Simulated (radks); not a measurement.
Fractional charge and spin in the 4p shell of rhodium: the spin-up occupation runs from 2 to 3 and the spin-down occupation from 2 to 3; the fullest corner is Rh3+, [Ar] 3d10 4s2 4d(up 3, down 3) 4p(up 3, down 3). Method: scalar-relativistic Kohn-Sham, PBE, spin-polarised, spherical densities, finite nucleus; Fermi nuclear charge, rms radius of each element as measured or else 0.836 A^(1/3) + 0.57 fm; computed with a radial shooting solver on a logarithmic mesh with Libxc functionals. Energy (eV) above the fullest corner. The planes named below are the two flat planes that join the four corners, with an edge along up + down = one added electron.

\begin{tabular}{lrrr}
down \ up & 2 & 2.5 & 3 \\ \hline
2 & 207.720 & 148.837 & 94.485 \\
2.5 & 148.837 & 94.771 & 45.109 \\
3 & 94.485 & 45.109 & 0.000 \\
\end{tabular}

Corners above the fullest one (they belong to Rh4+ and the next ion): (up 3, down 2) 94.485 eV, (up 2, down 3) 94.485 eV, (up 2, down 2) 207.72 eV. With half an added electron in each spin the energy lies 0.285 eV from the planes, and with half an added electron in spin up alone -2.265 eV. The planes are only a guide here: the flat-plane condition holds for ground states with one frontier orbital, while this shell lies below other occupied shells, so the corners above the fullest one are inner-hole states and not the ground states of those ions.
